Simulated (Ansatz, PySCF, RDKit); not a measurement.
Dimer: HCl (SMILES Cl) (first 2 atoms) with PH3 (SMILES P); geometry from B3LYP-D3(BJ)/def2-TZVP, rigid monomers moved along the line of their centres of mass till Cl1···P3 is 3.32 Å.
(charge 0, multiplicity 1):
```xyz
6

Cl     0.43621    -0.61607    -0.34371
H      0.24392     0.36086    -1.15171
P      0.08080    -0.01507     2.90342
H     -0.18045     0.73246     4.08209
H      0.93450     0.97625     2.35768
H     -1.06621     0.47657     2.23112
```

Monomers are frozen at their geometry in the pair; levels with a basis set take the counterpoise correction. Rows marked so take none. RDKit's UFF carries no charges.

Frozen-core correlation. Rows in 6-31G* carry no dispersion term and start afresh at each structure (6-31G* with six Cartesian d functions).

Run with Ansatz (a quantum-chemistry and plane-wave program); PySCF for 6-31G* rows, the dispersion terms; RDKit for the force fields. Each number belongs to the level named beside it.

### Question
One of these levels gives 3.3 kJ/mol for the interaction energy. Name it.
(A) UFF
(B) BP86/6-31G* (no counterpoise)
(C) B3LYP-D3(BJ)/def2-TZVPPD
(D) CCSD/aug-cc-pV(T+d)Z

### Answer
A, UFF. The others give 6.3 (BP86/6-31G* (no counterpoise)), -1.0 (B3LYP-D3(BJ)/def2-TZVPPD), 1.5 (CCSD/aug-cc-pV(T+d)Z)
